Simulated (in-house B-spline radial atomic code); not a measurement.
How numerical settings move a run on the fluorine ion F⁷⁺, 1s2. Computed with a B-spline radial code for spherical atoms: non-relativistic B97-1, spherical fractional occupations, point nucleus.

Command:
```bash
python run_scf.py task.json out
```
Settings of the sound reference run:
```
Z                9
electrons        2
configuration    1s2
hamiltonian      nr
method           b97_1
spin_polarised   False
knot_spacing     0.22
spline_order     8
gauss_points     12
box_radius       7.79
max_iterations   70
damping          0.5
damped_steps     3
diis_vectors     10
tolerance        1e-08
start            Thomas-Fermi
```

Run time, properties included: 0.09 s on 1 thread of Intel(R) Xeon(R) 6975P-C (shared host).

It converges in 7 iterations to -75.525126 hartree, with 1s at -911.672 eV. The other runs change the listed settings, some to values that make no sense; their results aren't properties of the atom or ion. Radii are in bohr (the nuclear one in fm), a minus after a letter asks for a j subshell, and «unchanged» means within 1e-8 hartree. The run stops when the residual is below 10 × tolerance × max(1, Z/10), or a noise floor if that is larger, and the energy moves by less than 1e-8 × √|E| hartree; so very loose and very tight tolerances often act alike.

| changed settings | outcome |
| --- | --- |
| damped_steps = 8 | converged in 11 iterations, energy unchanged |
| knot_spacing = 0.3, first_knot = 0.0333, max_iterations = 12, start = bare nucleus | converged in 7 iterations, energy +1.61e-08 hartree from the reference, 1s level -9.0e-07 eV |
| damping = 0.2 | converged in 6 iterations, energy unchanged, 1s level +6.8e-07 eV |
| hamiltonian = dirac, method = scan,scan, nucleus = fermi, rms_radius = 2.8976, mass_number = 19, atomic_mass = 18.9984, speed_of_light = 137.036 | stopped with error: meta-GGAs are not served with the Dirac Hamiltonian |
| damped_steps = 1 | converged in 5 iterations, energy unchanged |
| damping = 0.95 | converged in 7 iterations, energy unchanged |
| max_iterations = 5, damping = 0.95, tolerance = 0.001, start = bare nucleus | not converged after 5 iterations, last residual 3.4e-04, last energy +3.54e-07 hartree from the reference |
| spline_order = 6, max_iterations = 75, diis_vectors = 1 | converged in 8 iterations, energy +1.32e-08 hartree from the reference, 1s level +3.6e-07 eV |
| damped_steps = 30 | converged in 19 iterations, energy unchanged, 1s level +1.2e-06 eV |
| damping = 0 | converged in 6 iterations, energy unchanged |
| box_radius = 1.56 | converged in 7 iterations, energy +4.08e-07 hartree from the reference, 1s level +1.8e-05 eV |
| box_radius = 1.17 | converged in 7 iterations, energy +1.42e-04 hartree from the reference, 1s level +4.9e-03 eV (the program warns: 1s reaches the box edge) |

(1) What happens with box_radius = 0.78?

(2) What happens with box_radius = 0.31?

(3) What happens with electrons = 3, configuration = 1s3, max_iterations = 75?

(4) What happens with gauss_points = 3, max_iterations = 60, damped_steps = 30?

Answers

(1) Converged in 7 iterations, energy +3.89e-02 hartree from the reference, 1s level +9.6e-01 eV (the program warns: 1s reaches the box edge).

(2) Converged in 6 iterations, energy +1.89e+01 hartree from the reference, 1s level +3.0e+02 eV (the program warns: 1s reaches the box edge).

(3) Stopped with error: shell 1s holds at most 2 electrons.

(4) Converged in 16 iterations, energy -3.17e+04 hartree from the reference, 1s level -3.9e+05 eV.
